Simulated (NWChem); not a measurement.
System meant: CBClF4; SMILES FB(C(F)(F)F)Cl

Here is an NWChem input.

```
start job
memory heap 200 mb stack 900 mb global 1100 mb
geometry units angstroms noautoz
  B      0.451816    -0.581077     0.112868
  C     -0.106085     0.925896     0.025968
  F     -1.409174     1.016823     0.362677
  F      0.025485     1.379271    -1.246128
  F      0.584753     1.761671     0.829740
  Cl    -0.497793    -1.913809    -0.489886
  F      1.646968    -0.787203     0.614278
end
basis spherical
  * library def2-svp
end
dft
  odft
  mult 2
  xc pbe0
  iterations 150
  mulliken
end
task dft energy
```

End of the output:

```
 Summary of "ao basis" -> "" (spherical)
 ------------------------------------------------------------------------------
       Tag                 Description            Shells   Functions and Types
 ---------------- ------------------------------  ------  ---------------------
 *                          def2-svp                  on all atoms

                                 NWChem DFT Module
                                 -----------------

 Summary of "ao basis" -> "ao basis" (spherical)
 ------------------------------------------------------------------------------
       Tag                 Description            Shells   Functions and Types
 ---------------- ------------------------------  ------  ---------------------
 B                          def2-svp                 6       14   3s2p1d
 C                          def2-svp                 6       14   3s2p1d
 F                          def2-svp                 6       14   3s2p1d
 Cl                         def2-svp                 8       18   4s3p1d

 Summary of "ao basis" -> "ao basis" (spherical)
 ------------------------------------------------------------------------------
       Tag                 Description            Shells   Functions and Types
 ---------------- ------------------------------  ------  ---------------------
 B                          def2-svp                 6       14   3s2p1d
 C                          def2-svp                 6       14   3s2p1d
 F                          def2-svp                 6       14   3s2p1d
 Cl                         def2-svp                 8       18   4s3p1d

  number of electrons :                   64
  multiplicity        :                    2
 ------------------------------------------------------------------------
  no. of electrons and multiplicity not compatible                  64
 ------------------------------------------------------------------------
 ------------------------------------------------------------------------
  current input line :
    22: task dft energy
 ------------------------------------------------------------------------
 ------------------------------------------------------------------------
 There is an error in the input file
 ------------------------------------------------------------------------
 For more information see the NWChem manual at https://nwchemgit.github.io

0: no. of electrons and multiplicity not compatible:Received an Error in Communication
```

### Question
Can this run be used? If not, why, and what is the fix?

### Answer
The input was rejected before any calculation. Cause: the multiplicity doesn't fit the number of electrons (an even count wants an odd multiplicity, and the reverse). This input runs:
```
start job
memory heap 200 mb stack 900 mb global 1100 mb
geometry units angstroms noautoz
  B      0.451816    -0.581077     0.112868
  C     -0.106085     0.925896     0.025968
  F     -1.409174     1.016823     0.362677
  F      0.025485     1.379271    -1.246128
  F      0.584753     1.761671     0.829740
  Cl    -0.497793    -1.913809    -0.489886
  F      1.646968    -0.787203     0.614278
end
basis spherical
  B library def2-svp
  C library def2-svp
  F library def2-svp
  Cl library def2-svp
end
dft
  xc pbe0
  iterations 150
  mulliken
end
task dft energy
```
It converges to -921.53296 Ha (PBE0/def2-SVP).
